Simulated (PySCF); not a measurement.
C₂H₄F₂OSi, SMILES O=C[Si@@H](F)CF.

Geometry optimised at B3LYP-D3(BJ)/def2-SVP. The structure was generated by enumeration; whether it is a known compound was not checked. One conformer was computed; it need not be the lowest.

Two levels are set side by side: PBE/def2-TZVP (PySCF) and B3LYP/def2-TZVP (PySCF). Same geometry, gas phase. Differences are taken from unrounded values.

```tsv
quantity	B3LYP
orbital gap (eV)	4.85
highest occupied level (eV)	-7.32
lowest empty level (eV)	-2.47
dipole moment (D)	1.07
mean polarisability (bohr³)	50.9
```

Problem. What does PBE give, and how far is it from B3LYP? (The exact figures need the calculation; the answer reports its results.)

Solution. 
```tsv
quantity	PBE	PBE minus B3LYP
orbital gap (eV)	2.68	-2.17
highest occupied level (eV)	-5.99	1.33
lowest empty level (eV)	-3.31	-0.85
dipole moment (D)	0.93	-0.14
mean polarisability (bohr³)	53.5	2.6
```

PBE's occupied levels lie high since its potential decays too fast outside the molecule; exact exchange lowers them and widens the gap. PBE's more diffuse valence density responds more strongly to a field. Differences between two approximate levels are no errors against the true value.

Rough cost on one machine, each run with all the roots and properties that it gave: B3LYP against PBE within a factor of 2.
